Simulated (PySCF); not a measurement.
PySCF input for Mg(F)(NMe2) (C₂H₆FMgN), SMILES C[N](C)[Mg][F], PBE-D3(BJ)/def2-SVP. Geometry: PBE-D3(BJ)/def2-SVP. The structure was generated by enumeration; whether it is a known compound was not checked. The values are those of a single conformer.

```python
import numpy as np
from pyscf import gto, scf, dft, df
from pyscf.hessian import thermo

mol = gto.M(
    atom='''
    Mg    0.00000000    0.00000000    1.03858450
    F     0.00000000    0.00000000    2.81547959
    N     0.00000000    0.00000000   -0.86966814
    C     0.00000000   -1.19778435   -1.68184285
    C     0.00000000    1.19778434   -1.68184286
    H    -0.89539314   -1.26324013   -2.35365429
    H     0.89539314   -1.26324013   -2.35365429
    H     0.00000000   -2.11947474   -1.05896089
    H     0.89539314    1.26324013   -2.35365429
    H    -0.89539314    1.26324013   -2.35365429
    H     0.00000000    2.11947473   -1.05896090
    ''',
    basis='def2-SVP',
    charge=0,
    spin=0,
    max_memory=1600,
    verbose=3,
)
mf = dft.RKS(mol, xc='pbe').density_fit(auxbasis='def2-universal-jkfit')
mf.disp = 'd3bj'
mf.grids.level = 3
mf.conv_tol = 1e-11
mf.max_cycle = 100
mf.kernel()

# [left out here: the lines that compute and print the analytic Hessian (its translational invariance restored by hand, since the grid's response is missing), thermochemistry and intensities]
```

It prints:

```
[...]
Mode                                 6                   7                   8
Irrep
Freq [cm^-1]                      310.3456            499.0239            782.9615
Reduced mass [au]                   3.0845              3.4588             13.5830
Force const [Dyne/A]                0.1750              0.5075              4.9060
Char temp [K]                     446.5183            717.9843           1126.5073
Normal mode                   x     y     z       x     y     z       x     y     z
       0  Mg                -0.00  0.00 -0.07    0.00  0.00  0.02    0.00  0.00  0.15
       1   F                -0.00 -0.00 -0.10   -0.00  0.00  0.11   -0.00  0.00 -0.14
       2   N                 0.00 -0.00  0.00    0.00 -0.00 -0.13   -0.00 -0.00 -0.00
       3   C                -0.00 -0.07  0.11    0.00 -0.10 -0.04    0.00 -0.05 -0.04
       4   C                 0.00  0.07  0.11   -0.00  0.10 -0.04   -0.00  0.05 -0.04
       5   H                -0.00 -0.16  0.13   -0.00 -0.23 -0.02   -0.00 -0.07 -0.03
       6   H                 0.00 -0.16  0.13    0.00 -0.23 -0.02    0.00 -0.07 -0.03
       7   H                 0.00  0.01  0.23   -0.00 -0.00  0.11   -0.00 -0.04 -0.02
       8   H                 0.00  0.16  0.13    0.00  0.23 -0.02    0.00  0.07 -0.03
       9   H                -0.00  0.16  0.13   -0.00  0.23 -0.02   -0.00  0.07 -0.03
      10   H                -0.00 -0.01  0.23    0.00  0.00  0.11    0.00  0.04 -0.02
Mode                                 9                  10                  11
Irrep
Freq [cm^-1]                      989.4807           1054.2019           1069.5789
Reduced mass [au]                   2.5626              1.3167              1.2323
Force const [Dyne/A]                1.4782              0.8621              0.8306
Char temp [K]                    1423.6424           1516.7618           1538.8859
Normal mode                   x     y     z       x     y     z       x     y     z
       0  Mg                -0.00 -0.00  0.04    0.00  0.00 -0.00   -0.00 -0.00 -0.00
       1   F                 0.00  0.00 -0.01   -0.00 -0.00  0.00    0.00  0.00  0.00
       2   N                 0.00 -0.00 -0.12    0.00  0.03  0.00   -0.00  0.00  0.00
       3   C                -0.00  0.13  0.02   -0.00  0.01 -0.10   -0.09 -0.00 -0.00
       4   C                 0.00 -0.13  0.02   -0.00  0.01  0.10    0.09  0.00 -0.00
       5   H                -0.02 -0.07  0.05   -0.04 -0.31 -0.01    0.13 -0.28 -0.28
       6   H                 0.02 -0.07  0.05    0.04 -0.31 -0.01    0.13  0.28  0.28
       7   H                 0.00  0.29  0.26    0.00  0.28  0.30    0.21 -0.00 -0.00
       8   H                 0.02  0.07  0.05   -0.04 -0.31  0.01   -0.13  0.28 -0.28
       9   H                -0.02  0.07  0.05    0.04 -0.31  0.01   -0.13 -0.28  0.28
      10   H                -0.00 -0.29  0.26    0.00  0.28 -0.30   -0.21  0.00 -0.00
Mode                                12                  13                  14
Irrep
Freq [cm^-1]                     1112.6725           1198.4257           1233.8810
Reduced mass [au]                   1.4186              6.5426              2.3177
Force const [Dyne/A]                1.0348              5.5363              2.0790
Char temp [K]                    1600.8880           1724.2678           1775.2801
Normal mode                   x     y     z       x     y     z       x     y     z
       0  Mg                -0.00  0.00  0.00    0.00 -0.00  0.00   -0.00  0.00 -0.02
       1   F                 0.00 -0.00 -0.00    0.00  0.00 -0.00   -0.00  0.00  0.01
       2   N                -0.09  0.00 -0.00    0.00  0.20 -0.00   -0.00  0.00  0.16
       3   C                 0.09  0.00 -0.00   -0.00 -0.11 -0.05    0.00  0.02 -0.10
       4   C                 0.09 -0.00  0.00   -0.00 -0.11  0.05   -0.00 -0.02 -0.10
       5   H                -0.14  0.26  0.27    0.02  0.02 -0.06   -0.08 -0.24  0.06
       6   H                -0.14 -0.26 -0.27   -0.02  0.02 -0.06    0.08 -0.24  0.06
       7   H                -0.17  0.00  0.00    0.00 -0.15 -0.11   -0.00  0.18  0.15
       8   H                -0.14  0.26 -0.27    0.02  0.02  0.06    0.08  0.24  0.06
       9   H                -0.14 -0.26  0.27   -0.02  0.02  0.06   -0.08  0.24  0.06
      10   H                -0.17  0.00 -0.00    0.00 -0.15  0.11    0.00 -0.18  0.15
Mode                                15                  16                  17
Irrep
Freq [cm^-1]                     1381.5792           1385.0888           1386.6534
Reduced mass [au]                   1.1428              1.0339              1.0409
Force const [Dyne/A]                1.2852              1.1687              1.1792
Char temp [K]                    1987.7848           1992.8344           1995.0855
Normal mode                   x     y     z       x     y     z       x     y     z
       0  Mg                -0.00 -0.00 -0.00   -0.00 -0.00  0.00   -0.00  0.00  0.00
       1   F                -0.00  0.00  0.00   -0.00  0.00 -0.00    0.00  0.00 -0.00
       2   N                -0.00 -0.02  0.00    0.00 -0.00 -0.00   -0.02  0.00 -0.00
       3   C                -0.00 -0.06 -0.04   -0.03  0.00  0.00   -0.04  0.00  0.00
       4   C                 0.00 -0.06  0.04    0.03  0.00 -0.00   -0.04  0.00 -0.00
       5   H                -0.12  0.33  0.12    0.03  0.34 -0.09    0.03  0.33 -0.09
       6   H                 0.12  0.33  0.12    0.03 -0.34  0.09    0.03 -0.33  0.09
       7   H                 0.00  0.21  0.34    0.48 -0.00 -0.00    0.49 -0.00 -0.00
       8   H                -0.12  0.33 -0.12   -0.03 -0.34 -0.09    0.03  0.33  0.09
       9   H                 0.12  0.33 -0.12   -0.03  0.34  0.09    0.03 -0.33 -0.09
      10   H                 0.00  0.21 -0.34   -0.48 -0.00  0.00    0.49 -0.00  0.00
Mode                                18                  19                  20
Irrep
Freq [cm^-1]                     1407.5086           1431.0802           1448.5522
Reduced mass [au]                   1.2032              1.0443              1.0512
Force const [Dyne/A]                1.4044              1.2600              1.2996
Char temp [K]                    2025.0915           2059.0057           2084.1441
Normal mode                   x     y     z       x     y     z       x     y     z
       0  Mg                -0.00  0.00 -0.00   -0.00  0.00 -0.00   -0.00 -0.00  0.01
       1   F                 0.00  0.00  0.00   -0.00  0.00 -0.00   -0.00  0.00 -0.00
       2   N                -0.00  0.00 -0.01   -0.00  0.01  0.00   -0.00 -0.00 -0.05
       3   C                -0.00  0.07  0.04    0.00  0.02 -0.04    0.00  0.01 -0.02
       4   C                 0.00 -0.07  0.04    0.00  0.02  0.04   -0.00 -0.01 -0.02
       5   H                 0.08 -0.31 -0.04   -0.27 -0.07  0.36   -0.28  0.03  0.37
       6   H                -0.08 -0.31 -0.04    0.27 -0.07  0.36    0.28  0.03  0.37
       7   H                 0.00 -0.23 -0.38   -0.00 -0.13 -0.22   -0.00 -0.12 -0.19
       8   H                -0.08  0.31 -0.04   -0.27 -0.07 -0.36    0.28 -0.03  0.37
       9   H                 0.08  0.31 -0.04    0.27 -0.07 -0.36   -0.28 -0.03  0.37
      10   H                -0.00  0.23 -0.38   -0.00 -0.13  0.22    0.00  0.12 -0.19
Mode                                21                  22                  23
Irrep
Freq [cm^-1]                     2845.9043           2854.0442           2879.4210
Reduced mass [au]                   1.0388              1.0394              1.1002
Force const [Dyne/A]                4.9572              4.9885              5.3746
Char temp [K]                    4094.6226           4106.3341           4142.8458
Normal mode                   x     y     z       x     y     z       x     y     z
       0  Mg                -0.00  0.00 -0.00   -0.00 -0.00 -0.00    0.00 -0.00  0.00
       1   F                -0.00 -0.00  0.00    0.00 -0.00  0.00   -0.00  0.00 -0.00
       2   N                -0.00  0.00  0.00   -0.00 -0.00  0.00    0.00 -0.00 -0.00
       3   C                 0.00  0.01  0.03    0.00  0.01  0.03    0.06 -0.00 -0.00
       4   C                 0.00  0.01 -0.03   -0.00 -0.01  0.03    0.06 -0.00  0.00
       5   H                -0.39 -0.01 -0.27   -0.38 -0.02 -0.27   -0.38 -0.02 -0.29
       6   H                 0.39 -0.01 -0.27    0.38 -0.02 -0.27   -0.38  0.02  0.29
       7   H                 0.00 -0.15  0.11    0.00 -0.16  0.11    0.01  0.00 -0.00
       8   H                -0.39 -0.01  0.27    0.38  0.02 -0.27   -0.38 -0.02  0.29
       9   H                 0.39 -0.01  0.27   -0.38  0.02 -0.27   -0.38  0.02 -0.29
      10   H                 0.00 -0.15 -0.11   -0.00  0.16  0.11    0.01  0.00  0.00
Mode                                24                  25                  26
Irrep
Freq [cm^-1]                     2893.5437           2993.9226           2995.0052
Reduced mass [au]                   1.1043              1.0963              1.0952
Force const [Dyne/A]                5.4477              5.7897              5.7884
Char temp [K]                    4163.1652           4307.5880           4309.1456
Normal mode                   x     y     z       x     y     z       x     y     z
       0  Mg                -0.00 -0.00  0.00   -0.00 -0.00  0.00    0.00  0.00  0.00
       1   F                -0.00  0.00 -0.00   -0.00  0.00  0.00   -0.00 -0.00  0.00
       2   N                -0.00 -0.00 -0.00   -0.00  0.00 -0.00    0.00 -0.00 -0.00
       3   C                 0.06 -0.00 -0.00   -0.00 -0.04  0.04    0.00  0.04 -0.04
       4   C                -0.06  0.00 -0.00   -0.00 -0.04 -0.04   -0.00 -0.04 -0.04
       5   H                -0.38 -0.01 -0.29   -0.10 -0.01 -0.06    0.11  0.02  0.06
       6   H                -0.38  0.01  0.29    0.10 -0.01 -0.06   -0.11  0.02  0.06
       7   H                 0.02  0.00 -0.00   -0.00  0.53 -0.37    0.00 -0.53  0.37
       8   H                 0.38  0.01 -0.29   -0.10 -0.01  0.06   -0.11 -0.02  0.06
       9   H                 0.38 -0.01  0.29    0.10 -0.01  0.06    0.11 -0.02  0.06
      10   H                -0.02 -0.00 -0.00   -0.00  0.53  0.37   -0.00  0.53  0.37
temperature 298.1500 [K]
pressure 101325.00 [Pa]
Rotational constants [GHz] 9.50192 1.79996 1.54317
Symmetry number 2
Zero-point energy (ZPE) 0.08030 [Eh]   210818.320 [J/mol]
                           tot       elec      trans        rot        vib
Entropy [J/mol/K]       345.521      0.000    164.498    106.792     74.231
Cv [J/mol/K]             95.954      0.000     12.472     12.472     71.011
Cp [J/mol/K]            104.269      0.000     20.786     12.472     71.011
Internal energy [J/mol]                      3718.434   3718.434 222636.453
Internal energy [Eh]   -433.83357  -433.92120
Enthalpy [J/mol]                             6197.391   3718.434 222636.453
Enthalpy [Eh]          -433.83262
Gibbs free energy [J/mol]                  -42847.585 -28121.611 200504.429
Gibbs free energy [Eh] -433.87186
mode   freq/cm-1   IR/(km/mol)
   1       80.19        10.842
   2      111.99        17.172
   3      155.02        38.226
   4      204.40        62.196
   5      254.33         0.000
   6      287.27        20.962
   7      310.35         0.747
   8      499.02         0.063
   9      782.96        45.706
  10      989.48        88.769
  11     1054.20         0.320
  12     1069.58         0.000
  13     1112.67         1.291
  14     1198.43        87.065
  15     1233.88        24.630
  16     1381.58         6.911
  17     1385.09         0.000
  18     1386.65         1.596
  19     1407.51        26.225
  20     1431.08        21.090
  21     1448.55         0.094
  22     2845.90        97.483
  23     2854.04       190.514
  24     2879.42       129.631
  25     2893.54         0.000
  26     2993.92        39.638
  27     2995.01        35.665
max |gradient| / (hartree/bohr): 2.1433801697508492e-05
APT charges: [ 1.0745 -0.5944 -0.7968  0.3926  0.3926 -0.098  -0.098  -0.0382 -0.098
 -0.098  -0.0382]
```

Self-consistency was reached.
